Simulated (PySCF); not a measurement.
Geometries of 2 isomers of C6H6S2, from PBE0-D3(BJ)/def2-SVP geometry optimisation, gas phase in PySCF. One conformer each, no zero-point energy, no frequencies.

Question: Which isomer lies lower at this level?
A.
```xyz
14
angstrom
S      2.542   -1.106   -0.200
C      0.861   -0.580   -0.068
C     -0.180   -1.460    0.251
C     -1.496   -1.012    0.307
C     -1.792    0.325    0.050
C     -0.762    1.212   -0.248
C      0.565    0.776   -0.311
S      1.817    1.940   -0.775
H      2.343   -2.326    0.342
H      0.043   -2.513    0.442
H     -2.293   -1.718    0.550
H     -2.823    0.682    0.093
H     -0.975    2.269   -0.424
H      2.741    1.530    0.127
```
B.
```xyz
14
angstrom
C     -2.268    0.522    0.213
C     -1.362   -0.554   -0.311
S     -1.941   -2.030   -0.731
C      0.048   -0.225   -0.430
C      1.083   -1.028   -0.883
C      2.337   -0.383   -0.865
C      2.256    0.911   -0.399
S      0.659    1.343    0.019
H     -3.302    0.161    0.262
H     -2.225    1.413   -0.436
H     -1.948    0.841    1.220
H      0.896   -2.051   -1.210
H      3.271   -0.847   -1.183
H      3.066    1.631   -0.282
```

Answer: A. That is 1,2-benzenedithiol, `c1(c(cccc1)S)S`, 11.9 kcal/mol below the other.

```json
{"SMILES": "Sc1ccccc1S", "atoms numbered as above": "[SH:1][c:2]1[cH:3][cH:4][cH:5][cH:6][c:7]1[SH:8]", "E (Eh)": "-1027.67880", "relative (kcal/mol)": "0.0", "relative (kJ/mol)": "0.0", "dipole (D)": "2.06"}
{"SMILES": "CC(=S)c1cccs1", "atoms numbered as above": "[CH3:1][C:2](=[S:3])[c:4]1[cH:5][cH:6][cH:7][s:8]1", "E (Eh)": "-1027.65984", "relative (kcal/mol)": "11.9", "relative (kJ/mol)": "49.8", "dipole (D)": "3.08"}
```

As drawn, the lower has an S–H bond, which the higher lacks; the higher has a C=S bond, which the lower lacks.
